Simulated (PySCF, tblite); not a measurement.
Compound: C5H8BNS.
Structure used (GFN2-xTB), in Å, numbered top down from 1:
```
atom  x, y, z in Å
C1    -3.048    0.228   -0.039
C2    -1.723    0.125    0.032
C3    -0.797    1.249    0.133
N4     0.445    0.963    0.234
B5     0.580   -0.492    0.215
S6     2.126   -1.324    0.371
C7     3.295    0.070    0.549
C8    -0.881   -1.127    0.047
H9    -3.685   -0.638   -0.102
H10   -3.537    1.188   -0.033
H11   -1.131    2.280    0.126
H12    4.022    0.004   -0.254
H13    3.792   -0.030    1.508
H14    2.734    0.996    0.494
H15   -1.014   -1.690   -0.879
H16   -1.183   -1.793    0.856
```

Jobs on this species (16 atoms, 66 electrons) with PySCF (density fitting) and tblite. Hardware of each: an Intel Xeon at 2.50 GHz with one thread, no GPU (shared host). Other jobs ran on the host; a repeat could differ by tens of per cent or more.

```
level and settings                                                                                                  work  basis functions  SCF cycles  wall time
          GFN2-xTB                                                                                     L-BFGS relaxation                –           –          ?
    PBE0/def2-SVPD  8 singlets by full TDDFT, 3 Tamm–Dancoff triplets, polarisability, density and orbital grids written              231           ?          ?
     PBE0/pcSseg-1                                       shieldings, ring-centre shieldings, charges and field gradients              183          14       73 s
          GFN2-xTB                                                                         Hessian by finite differences                –           –      1.6 s
```

Task: Fill in the missing figures.

Result: 
- GFN2-xTB; L-BFGS relaxation: 2.1 s
- PBE0/def2-SVPD; 8 singlets by full TDDFT, 3 Tamm–Dancoff triplets, polarisability, density and orbital grids written: 1.9 min, 14 SCF cycles

Task: What do all jobs in the table cost together?

Result: About 3.2 min; the longest takes about 60 % of that, and about 71 times as long as the shortest.
